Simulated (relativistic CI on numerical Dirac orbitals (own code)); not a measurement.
**Ba⁵⁴⁺: sensitivity of the levels to the model**

Base calculation: Dirac-Coulomb-Breit CI, KLI orbitals optimised for each configuration, QED by a radiative potential, unscaled Slater integrals.

Configurations in the expansion: 1s², 1s2s, 1s2p, 1s3s, 1s3p, 1s3d, 1s4s, 1s4p, 1s4d, 1s4f, 1s5s, 1s5p, 1s5d, 1s5f, 1s5g, 1s6s, 1s6p, 1s6d, 2s². Levels of other configurations are missing.

Variants: (1) non-relativistic limit. Shifts of the energy above 1s² ¹S0, in eV, for the lowest level and the first level of each name with at least 55 % of one term (blank where a level changes its place among those of its configuration and J or its character, or is not in the variant):

| Level | Base | Δ(1) |
| --- | --- | --- |
| 1s² ¹S0 | 0.0 | 0.0 |
| 1s2s ³S1 | 32519.3 | -1184.3 |
| 1s2p ³P°1 | 32600.3 | -1208.5 |
| 1s2p ³P°0 | 32608.3 | -1216.5 |
| 1s2s ¹S0 | 32610.0 | -1209.9 |
| 1s2p ³P°2 | 33055.9 | -1664.1 |
| 1s2p ¹P°1 | 33092.6 | -1650.6 |
| 1s3s ³S1 | 38679.9 | -1562.2 |
| 1s3p ³P°1 | 38701.9 | -1568.4 |
| 1s3p ³P°0 | 38704.0 | -1570.5 |
| 1s3s ¹S0 | 38704.1 | -1569.2 |
| 1s3p ³P°2 | 38837.4 | -1703.9 |
| 1s3d ³D2 | 38846.0 | -1703.0 |
| 1s3d ³D1 | 38847.7 | -1704.7 |

At this charge energies of transitions that change n are usually good to better than 1 %, and those within a shell (Δn = 0) to a few per cent.

Ionisation energy from the two ground configurations alone: base 43482.5 eV. The NIST ASD value (theoretical) is 43485.4 eV.

LS names give the leading component of a level, which can be under half, so a name can repeat, a term be missing and a line seem to break the LS rules.
